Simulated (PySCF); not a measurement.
**Zr (zirconium, neutral) across methods**

[Kr] 4d1 5s2 5p1, one real determinant (an excited configuration). Calculation: PySCF 2.14, in x2c-TZVPPall with one added diffuse shell each of s, p, d, f type (9s7p7d3f1g, 95 functions); scalar relativity by spin-free X2C-1e.

```tsv
method	E (hartree)	mean ε 5s α (eV)	mean ε 5s β (eV)	mean ε 5p α (eV)	Σ⟨r²⟩ (bohr²)	⟨S²⟩
CAM-B3LYP	-3598.32	-7.878	-7.000	-3.960	77.77	2.020
PBE0	-3597.79	-6.870	-5.956	-3.317	77.47	2.007
UHF	-3596.07904	-8.488	-7.021	-4.493	81.30	2.076
r2SCAN	-3598.09	-5.991	-5.198	-2.624	78.34	2.014
BHandHLYP	-3598.11	-7.402	-6.554	-3.590	78.49	2.026
```

⟨L²⟩ = 8.41 against 12 for a pure F term, so this real determinant mixes terms.
